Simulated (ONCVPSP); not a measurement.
**Before and after: ONCV potential for rubidium (Rb)**

```json
{
  "Element": "rubidium",
  "Generator": "ONCVPSP 4.0.1",
  "Type": "optimised norm-conserving Vanderbilt (ONCV)",
  "Functional": "LDA (Perdew-Zunger)",
  "Relativity": "scalar-relativistic",
  "Frozen core": "[Ar] 3d10",
  "Valence charge": "9",
  "Reference configuration": "4s2 4p6 (charge +1)",
  "Partial waves": "4s: rc 2.15 bohr, ncon 3, nbas 6, qcut 4.6 1/bohr, 1 projector; 4p: rc 2.70 bohr, ncon 4, nbas 8, qcut 6.1 1/bohr, 2 projectors, debl 2.7 Ha; d scattering state at 0.08 Ha: rc 2.55 bohr, ncon 5, nbas 10, qcut 4 1/bohr, 2 projectors, debl 0.8 Ha; f scattering state at 0.07 Ha: rc 2.05 bohr, ncon 3, nbas 6, qcut 5.8 1/bohr, 1 projector",
  "Local potential": "polynomial inside 1.30 bohr (lpopt 5, dvloc0 2 Ha)",
  "Core correction": "Teter function fitted to the true core (icmod 2), fcfact 0.25"
}
```

In the d channel the program set the typed energies aside and used 0.050, 0.850 Ha.

Change: local potential polynomial inside 1.30 bohr (lpopt 5, dvloc0 9.5 Ha).

Cutoffs: the cutoffs (Ha) at which the residual kinetic energy of the hardest occupied pseudo-wave falls to 1 and 0.1 mHa per electron; they do not see the model core or the augmentation charge, which bear on the density cutoff. Errors are all-electron minus pseudo energies relative to the spin-unpolarised reference configuration.

Q: Predict the effect on cutoff, ghosts and configuration errors.

A: The potential gets neither clearly harder nor softer (7.4 Ha and 9.4 Ha → 7.4 Ha and 9.4 Ha); of the 4 tests that both files solve, the error grows in 1 and shrinks in 3 by more than 15 % and 0.3 meV (median size 158.9 → 74.2 meV); the range in which the d phases agree narrows (upper end at the end of the scan → 1.8); neither file shows a bound ghost.

```csv
quantity,base,changed
"cutoff, loose",7.4 Ha,7.4 Ha
"cutoff, tight",9.4 Ha,9.4 Ha
bound ghosts,none,none
GHOST(+) flags under 300 eV,none,none
"error for 4s2 4p6 5s1, meV [ΔE -4.28 eV]",+251,+120
"error for 4s2 4p6 5s0.5, meV [ΔE -2.62 eV]",+175,+82
"error for 4s2 4p6 5p1, meV [ΔE -2.66 eV]",+0.8,+1.4
"error for 4s2 4p6 4d0.5 5s0.5, meV [ΔE -3.12 eV]",+143,+66
s: phases at 2.19 bohr within 0.05 rad from the reference energy up to (Ha; the scan ends near 5),-0.5,-0.3
p: phases at 2.74 bohr within 0.05 rad from the reference energy up to (Ha; the scan ends near 5),3.8,3.7
d: phases at 2.59 bohr within 0.05 rad from the reference energy up to (Ha; the scan ends near 5),to the end of the scan,1.8
f: phases at 2.08 bohr within 0.05 rad from the reference energy up to (Ha; the scan ends near 5),3.1,3.1
"rms error of d²Exc/dni dnj with the model core, mHa",0.68,0.68
```
